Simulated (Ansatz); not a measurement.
**One arrangement of a pair**

The pair of H2Te (SMILES [TeH2], atoms 1–3) and H2O2 (SMILES OO, atoms 4–7), both closed shells, in one local arrangement (a lower one may exist), relaxed at PBE0-D4/def2-TZVP:

Te1  (-0.572, 0.237, -1.605)
H2  (1.072, 0.067, -1.581)
H3  (-0.683, -0.815, -2.882)
O4  (0.132, -0.601, 1.725)
O5  (0.468, 0.754, 1.440)
H6  (-0.275, -0.867, 0.881)
H7  (-0.141, 1.225, 2.022)
(Å)

Program: Ansatz 0.2.0. Basis: def2-TZVPPD, with def2-QZVPPD for the basis limit. Cores are frozen in the correlated methods. Filled d shells of the heavier atoms are correlated. Core potentials replace the inner electrons of the atoms past krypton. The def2 sets are not built for correlating such inner shells, so the correlated values are less sure here. B3LYP uses VWN-RPA correlation. Extrapolation: Hartree–Fock as exp(−7.88 √X), correlation as X^−2.97. Interaction energies count from these two fragments, frozen as in the pair, with the counterpoise correction; negative means bound.

Task: What is the interaction energy by CCSD(T) at an estimated basis limit (MP2 extrapolated from triple and quadruple zeta, plus CCSD(T) − MP2 in triple zeta)? (Judge from chemistry; the value comes from the calculation.)

Result: The calculation gives: -3.75 kcal/mol. Hartree–Fock alone gives -0.23 kcal/mol at the basis limit. It counts from the two fragments frozen as in the pair.

The same quantity by other methods in triple zeta, and each one's difference from that estimate:
```json
{"method": "PBE-D4", "E_int (kcal/mol)": "-4.82", "difference": "-1.07"}
{"method": "revPBE-D4", "E_int (kcal/mol)": "-4.23", "difference": "-0.47"}
{"method": "BLYP-D4", "E_int (kcal/mol)": "-4.25", "difference": "-0.50"}
{"method": "r2SCAN-D4", "E_int (kcal/mol)": "-4.28", "difference": "-0.52"}
{"method": "B97M-V", "E_int (kcal/mol)": "-4.18", "difference": "-0.43"}
{"method": "PBE0-D4", "E_int (kcal/mol)": "-4.34", "difference": "-0.58"}
{"method": "B3LYP-D4", "E_int (kcal/mol)": "-4.13", "difference": "-0.38"}
{"method": "HSE06-D4", "E_int (kcal/mol)": "-4.31", "difference": "-0.56"}
{"method": "wB97X-V", "E_int (kcal/mol)": "-3.88", "difference": "-0.13"}
{"method": "wB97M-V", "E_int (kcal/mol)": "-3.96", "difference": "-0.21"}
{"method": "B2PLYP", "E_int (kcal/mol)": "-2.76", "difference": "0.99"}
{"method": "HF", "E_int (kcal/mol)": "-0.24", "difference": "3.51"}
{"method": "MP2", "E_int (kcal/mol)": "-3.49", "difference": "0.27"}
{"method": "CCSD", "E_int (kcal/mol)": "-2.60", "difference": "1.16"}
{"method": "CCSD(T)", "E_int (kcal/mol)": "-3.13", "difference": "0.62"}
```
Differences are method less estimate.

Task: Which atoms make the shortest contact between the fragments?

Result: Te1 and H6, 2.74 Å apart.

Basis-set superposition shift (counterpoise-corrected less uncorrected): CCSD(T) 1.07; MP2 1.06; HF 0.04; PBE0-D4 0.04; wB97M-V 0.06 kcal/mol.

T1 diagnostic: at most 0.013.

For scale, one of the runs: CCSD(T)/def2-TZVPPD, 207 basis functions, launched by `ansatz run in.yaml --threads 4 --pin off --events-out ev --progress --plain --max-ram 9574MiB`. Hardware: 4 CPU threads of an Arm Neoverse V1, shared host. Wall time 95 s; peak host memory 3.2 GiB.
